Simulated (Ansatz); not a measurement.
The cluster Sn₂O₂⁻: single points at one geometry.

```yaml
crystal:
  periodic: [false, false, false]
  atoms:
    - {symbol: Sn, position_ang: [-0.149772, 1.195489, 0.977442]}
    - {symbol: Sn, position_ang: [0.149630, -1.195309, -0.977502]}
    - {symbol: O, position_ang: [-0.819455, 0.621250, -0.885336]}
    - {symbol: O, position_ang: [0.819596, -0.621430, 0.885396]}
basis:
  gaussian: {orbitals: STO-3G}
total_charge: -1
magnetization: {spin_polarized: true, initial_magnetization: 1}
hamiltonian: {xc: hf}
scf: {omitted_lower_state_checks: [starts]}
output: {orbitals: {seedname: orbitals}}
```

The file start.molden holds the orbitals of an earlier run on this structure, at another level or in another basis.

```sh
$ ansatz run in.yaml --threads 4 --pin off --events-out ev --progress --plain --max-ram 4787MiB
```

Output, abridged:

```
Functional definition: HF
  name "HF"
  cite "Fock, Z. Phys. 61, 126 (1930) doi:10.1007/BF01340294"
  parent pbe
  exchange = exact_x
  correlation = 0
these checks for a lower state are left out or cut short: starts
874 factors; integrals over basis functions are off by at most 3.2e-5 eV
mean field evaluation 1: about -328551.5555 eV, gradient 1.1e1 eV
mean field evaluation 2: about -328551.6957 eV, gradient 1.1e1 eV
mean field evaluation 4: about -328553.0773 eV, gradient 1.8e0 eV
mean field evaluation 8: about -328553.2511 eV, gradient 2.9e-1 eV
mean field evaluation 16: about -328553.2553 eV, gradient 1.7e-3 eV
mean field -328553.87989091 eV, -12074.1323841723 hartree, gradient 2.7e-5 eV, S^2 1.524914; 0 other end points of the search recorded, 0 dependent functions left out
reference -328553.87989091 eV, -12074.1323841723 hartree; 59, 58 occupied and 5, 6 virtual orbitals, 874 factors
Total energy: -328553.87989091 eV, -12074.1323841723 hartree
Checks for a lower state left out: starts
```

Hardware: 4 threads of Arm Neoverse V2 on a shared host. Wall time 1.9 s.

The first input with `gaussian: {orbitals: def2-SVPD, initial_orbitals: start.molden}`, `hamiltonian: {xc: pbe0, dispersion: d4}` (abridged; 2.5 s):

```
Functional definition: PBE0
mean field -15752.84531146 eV, -578.9063875343 hartree, gradient 3.0e-5 eV, S^2 0.762803
Total energy: -15752.98527690 eV, -578.9115311692 hartree
Checks for a lower state left out: starts
```

First input, but with `gaussian: {orbitals: def2-TZVPD, initial_orbitals: start.molden}`, `hamiltonian: {xc: {name: B97M-V}}`, `output: {forces: true, orbitals: {seedname: orbitals}}` (abridged; 13 s):

```
Functional definition: B97M-V
mean field -15760.87867752 eV, -579.2016082918 hartree, gradient 1.6e-5 eV, S^2 0.755220
Total energy: -15760.87873038 eV, -579.2016102340 hartree
Atom 0 force     0.070894    -0.555997    -0.452296 eV/Å
Atom 1 force    -0.068073     0.553178     0.454552 eV/Å
Atom 2 force     0.409300    -0.310025     0.442530 eV/Å
Atom 3 force    -0.412121     0.312845    -0.444786 eV/Å
Dipole moment:    -0.000183    -0.000122    -0.000457 e Å
Checks for a lower state left out: starts
```

As the first input, with `gaussian: {orbitals: def2-SVPD, initial_orbitals: start.molden}`, `hamiltonian: {xc: {text: "exchange = 0.85*pbe_x + 0.15*exact_x\ncorrelation = pbe_c"}}` (abridged; 2.5 s):

```
Functional definition: unnamed
mean field -15752.94268408 eV, -578.9099659119 hartree, gradient 1.8e-5 eV, S^2 0.759912
Total energy: -15752.94271395 eV, -578.9099670097 hartree
Checks for a lower state left out: starts
```

First input, but with `gaussian: {orbitals: def2-SVPD, initial_orbitals: start.molden}`, `correlation: {method: ccsd_t}`, `scf: {omitted_lower_state_checks: [starts, cluster_reference]}` and without the key `hamiltonian` (abridged; 49 s):

```
Functional definition: HF
mean field -15684.15077177 eV, -576.3819097633 hartree, gradient 9.3e-6 eV, S^2 0.771286
10 core orbitals not correlated: weight in the atoms' cores, before any rotation towards them, 1.000 or more for the frozen orbitals, at most 0.000 for the correlated occupied ones
second order -16.94637384 eV of doubles, -0.00000000 eV of singles
cycle   1  -15.88463276 eV  change     1.1e0 eV  update   2.2e-1
cycle   2  -16.70205529 eV  change   -8.2e-1 eV  update   1.0e-1
cycle   3  -16.93697886 eV  change   -2.3e-1 eV  update   6.0e-2
cycle   4  -16.96180179 eV  change   -2.5e-2 eV  update   3.6e-2
cycle   5  -16.95813095 eV  change    3.7e-3 eV  update   2.9e-2
cycle   6  -16.99309282 eV  change   -3.5e-2 eV  update   2.3e-2
cycle   7  -17.00637054 eV  change   -1.3e-2 eV  update   1.3e-2
cycle   8  -17.01162057 eV  change   -5.3e-3 eV  update   6.6e-3
cycle   9  -17.01591023 eV  change   -4.3e-3 eV  update   2.7e-3
cycle  10  -17.01664186 eV  change   -7.3e-4 eV  update   1.1e-3
cycle  11  -17.01612264 eV  change    5.2e-4 eV  update   5.7e-4
cycle  12  -17.01626056 eV  change   -1.4e-4 eV  update   2.4e-4
cycle  13  -17.01637609 eV  change   -1.2e-4 eV  update   1.2e-4
cycle  14  -17.01634127 eV  change    3.5e-5 eV  update   4.8e-5
perturbative correction -0.90767159 eV, -0.0333563158 hartree
Total energy: -15702.07478463 eV, -577.0406050868 hartree
Checks for a lower state left out: starts, cluster_reference
```

The first input with `gaussian: {orbitals: def2-TZVPD, initial_orbitals: start.molden}`, `hamiltonian: {xc: pbe}`, `correlation: {method: rpa}` and without the key `output` (abridged; 8 s):

```
Functional definition: PBE
mean field -15758.39959630 eV, -579.1105037371 hartree, gradient 2.3e-6 eV, S^2 0.756077
10 core orbitals not correlated: weight in the atoms' cores, before any rotation towards them, 1.000 or more for the frozen orbitals, at most 0.000 for the correlated occupied ones
Total energy: -15730.51735137 eV, -578.0858501351 hartree
Checks for a lower state left out: starts
```

As the first input, with `gaussian: {orbitals: def2-TZVPD, initial_orbitals: start.molden}`, `correlation: {method: mp2}` and without the key `hamiltonian` (abridged; 6 s):

```
Functional definition: HF
mean field -15689.48558655 eV, -576.5779605903 hartree, gradient 4.6e-6 eV, S^2 0.772432
10 core orbitals not correlated: weight in the atoms' cores, before any rotation towards them, 1.000 or more for the frozen orbitals, at most 0.000 for the correlated occupied ones
second order -30.50944358 eV of doubles, -0.00000000 eV of singles
Total energy: -15719.99503013 eV, -577.6991619620 hartree
Checks for a lower state left out: starts
```

Geometry: r2SCAN-D4/def2-SVPD.

In the def2 sets Sn takes a core potential, while STO-3G treats all electrons; there is no spin–orbit coupling. Correlated methods freeze 10 core orbitals; core or outer-core shells of Sn are correlated, in sets that lack core-valence functions. At HF/STO-3G the charge -1 doublet is spin-contaminated (final ⟨S²⟩ up to 1.52, 0.75 for a pure state). At HF/STO-3G, PBE0-D4/def2-SVPD, B97M-V/def2-TZVPD, PBE with 15 % exact exchange/def2-SVPD the highest occupied level of the charge -1 doublet lies above zero (up to 3.12 eV). In Hartree–Fock with STO-3G the lack of diffuse functions raises the level. By energy differences its removal costs 0.85 eV (vertical, to the charge 0 singlet, at PBE0-D4/def2-TZVPD). At CCSD(T)/def2-SVPD T1 of the charge -1 doublet is large (up to 0.056), so the single-reference result is doubtful. The structure comes from a short search, and lower isomers may exist.
